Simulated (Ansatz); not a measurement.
Cl2H4OSSi2, SMILES `O[SiH2]S[SiH](Cl)Cl`. The species carries charge 0 and has multiplicity 1.

Cartesian coordinates in Å:
```
O 2.141 -0.629 -0.663
Si 1.342 -0.218 0.700
S 0.103 1.529 0.453
Si -1.616 0.507 -0.196
Cl -1.194 -0.715 -1.801
Cl -2.995 1.888 -0.771
H 1.607 -0.839 -1.433
H 0.454 -1.308 1.179
H 2.367 0.146 1.697
H -2.210 -0.361 0.835
```

**Question.** Give the diagnostics of a CCSD(T)/def2-TZVPP run (frozen core, Ansatz). (Estimate.)

**Answer.** The calculation gave: T1 = 0.0108, largest single amplitude 0.011, largest double 0.013, (T) share of the correlation energy 4.1 %, 9 CCSD cycles. The RHF solution is stable towards an unrestricted one. T1 lies under the customary mark of 0.02 for closed shells.
